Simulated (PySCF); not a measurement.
Property card for `S([SiH3])[Si@H](O[Si](C)(C)C)CC`

C₅H₁₈OSSi₃.
Atom-mapped SMILES: `[CH3:1][CH2:2][Si@@H:3]([O:4][Si:5]([CH3:6])([CH3:7])[CH3:8])[S:9][SiH3:10]` (hydrogens: H11, H12, H13 on C1; H14, H15 on C2; H16 on Si3; H17, H18, H19 on C6; H20, H21, H22 on C7; H23, H24, H25 on C8; H26, H27, H28 on Si10)

Geometry (PBE0-D3(BJ)/def2-SVP, Å), atoms numbered from 1 in this order:
```xyz
28
C5H18OSSi3 angstrom
C     -3.5683   -1.8566   -0.7086
C     -2.3027   -1.1249   -1.1408
Si    -0.9461   -1.0922    0.1434
O      0.2825   -0.1546   -0.4283
Si     1.8741    0.3181   -0.1482
C      2.0185    2.0873   -0.7339
C      2.9807   -0.8076   -1.1546
C      2.2362    0.1545    1.6814
S     -1.6692   -0.3100    2.0285
Si    -1.7523    1.7706    1.5069
H     -4.0081   -1.3914    0.1872
H     -4.3321   -1.8499   -1.5014
H     -3.3640   -2.9103   -0.4594
H     -2.5198   -0.0783   -1.4140
H     -1.8635   -1.5849   -2.0442
H     -0.4809   -2.4693    0.4906
H      1.3329    2.7453   -0.1785
H      1.7714    2.1623   -1.8043
H      3.0430    2.4671   -0.5934
H      2.7321   -0.7430   -2.2255
H      2.8654   -1.8572   -0.8414
H      4.0413   -0.5341   -1.0350
H      3.2649    0.4717    1.9148
H      2.1213   -0.8907    2.0098
H      1.5426    0.7667    2.2780
H     -2.2450    1.9669    0.1114
H     -0.4172    2.4252    1.6416
H     -2.6972    2.4124    2.4652
```

Among its groups: Si–H bond, siloxane link and C–Si bond.

PBE0-D3(BJ)/def2-SVP geometry optimisation, gas phase (PySCF):

```yaml
Point_group: C1
Rotational_constants_A_B_C: 0.917, 0.478, 0.391 GHz
```

PBE/pcSseg-1 ground state and GIAO shieldings, non-relativistic (PySCF):

```yaml
Dipole_moment: 1.83 D
HOMO_energy: -6.09 eV
LUMO_energy: -0.62 eV
HOMO–LUMO_gap: 5.47 eV
13C_chemical_shifts_computed_TMS_as_zero_by_class: 11.7 (C2), 7.4 (C1), 1.5 (C6/C7/C8) ppm
1H_chemical_shifts_computed_TMS_as_zero_by_class: 5.60 (H16), 4.80 (H26/H27/H28), 1.10 (H14), 0.92 (H11/H12/H13), 0.78 (H15), 0.21 (H17/H18/H19/H20/H21/H22/H23/H24/H25) ppm
Isotropic_shieldings_of_nuclei_other_than_C_and_H_by_class: 235 (O4), 311 (Si5), 332 (Si3), 394 (Si10), 744 (S9) ppm
```

Monoisotopic mass from the formula: 210.0386 u.

The rotational constants make it an asymmetric top with κ = (2B − A − C)/(A − C) = -0.67, nearer the prolate limit (−1). A dipole of 1.83 D is allowed in C1, and pure rotational transitions are dipole-allowed. With B = h/(8π²I), that is 505.379 GHz u Å² over I, the principal moments of inertia are 551.0, 1057.5 and 1291.3 u Å² (most abundant isotopes); the inertial defect Ic − Ia − Ib is -317.2 u Å² (zero for a rigid planar frame, negative otherwise). In atomic units the dipole is 0.72 e·bohr (1 au = 2.5417 D).

 NMR classes are plain means over equivalent atoms (diastereotopic ones count apart unless rotation or inversion swaps them), as if these changed places fast; in this geometry the members of some classes differ.

One conformer stands for the species.
